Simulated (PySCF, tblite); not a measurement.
Isomers of C7H12FN3. All values are computed: GFN2-xTB (tblite) harmonic vibrations without scaling, gas phase. Errors from tens to a few hundred cm⁻¹ against measured bands are possible. One conformer each.

Electronic energies: PBE0/pcSseg-1 single points on the GFN2-xTB geometries (PySCF, gas phase).

| SMILES | electronic energy, lowest = 0 (kJ/mol) |
| --- | --- |
| CCC(C)(C)n1nncc1F | 43.3 |
| CC(C)(C)Cn1nncc1F | 42.1 |
| CCC(C)(C)n1ncc(F)n1 | 0.0 |

Problem. How do GFN2-xTB zero-point energies change the relative energies?

Solution. 
```json
{"SMILES": "CCC(C)(C)n1ncc(F)n1", "ZPE (kJ/mol)": "496.5", "of it from modes above 1550 cm⁻¹": "219.2", "electronic (kJ/mol)": "0.0", "with ZPE, lowest = 0 (kJ/mol)": "0.0", "lowest mode (cm⁻¹)": "27", "rings": "1"}
{"SMILES": "CC(C)(C)Cn1nncc1F", "ZPE (kJ/mol)": "496.0", "of it from modes above 1550 cm⁻¹": "227.8", "electronic (kJ/mol)": "42.1", "with ZPE, lowest = 0 (kJ/mol)": "41.6", "lowest mode (cm⁻¹)": "35", "rings": "1"}
{"SMILES": "CCC(C)(C)n1nncc1F", "ZPE (kJ/mol)": "496.0", "of it from modes above 1550 cm⁻¹": "228.5", "electronic (kJ/mol)": "43.3", "with ZPE, lowest = 0 (kJ/mol)": "42.8", "lowest mode (cm⁻¹)": "41", "rings": "1"}
```

The zero-point energies span 0.5 kJ/mol, from `CCC(C)(C)n1nncc1F` to `CCC(C)(C)n1ncc(F)n1`. The order is unchanged.

Problem. And how do the electronic energies of GFN2-xTB itself compare?

Solution. `CCC(C)(C)n1ncc(F)n1` 0.0; `CC(C)(C)Cn1nncc1F` 30.0; `CCC(C)(C)n1nncc1F` 28.8 kJ/mol, lowest = 0. Against the energies above, taken from the same isomer `CCC(C)(C)n1ncc(F)n1`, the largest difference is 14.5 kJ/mol.

Problem. What do entropy and thermal enthalpy add at 298.15 K and 1 bar (rigid rotor, harmonic oscillator, one conformer each)?

Solution. 
```tsv
SMILES	point group	symmetry number	S (J/(mol K))	H − H(0) (kJ/mol)	ZPE + H − H(0) − TS (kJ/mol)
CCC(C)(C)n1ncc(F)n1	C1	1	441.2	32.56	397.5
CC(C)(C)Cn1nncc1F	C1	1	435.7	32.15	398.3
CCC(C)(C)n1nncc1F	C1	1	435.5	32.44	398.6
```
